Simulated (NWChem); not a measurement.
Species: GeH3TeCl; SMILES Cl[Te][GeH3]

```xyz
6

Te     0.6577     0.6806     0.0000
Cl    -1.5574     1.5770     0.0000
Ge    -0.2090    -1.7383     0.0000
H     -1.0457    -1.9752     1.2653
H     -1.0457    -1.9752    -1.2653
H      1.0514    -2.6233     0.0000
```
Atoms are numbered in this order, from 1.

All runs use the structure optimised with PBE0/def2-SVP. Not confirmed as a minimum by frequencies. def2 effective core potentials on Te; no spin-orbit coupling.

Symmetry labels are those of Cs in the frame above (b1 and b2, or b-type labels, depend on it).

Task: List the 4 lowest vertical singlet excitations from PBE0/def2-SVPD with def2 effective core potentials on Te, TDA (NWChem).

Result: 
```json
[
 {"state": "S1", "energy (eV)": "2.31", "oscillator strength": "0.000", "symmetry": "a\"", "leading excitation (squared amplitude)": "HOMO → LUMO (1.00)"},
 {"state": "S2", "energy (eV)": "4.02", "oscillator strength": "0.002", "symmetry": "a'", "leading excitation (squared amplitude)": "HOMO−1 → LUMO (0.98)"},
 {"state": "S3", "energy (eV)": "4.19", "oscillator strength": "0.006", "symmetry": "a\"", "leading excitation (squared amplitude)": "HOMO → LUMO+1 (0.98)"},
 {"state": "S4", "energy (eV)": "5.14", "oscillator strength": "0.001", "symmetry": "a\"", "leading excitation (squared amplitude)": "HOMO−2 → LUMO (0.97)"}
]
```
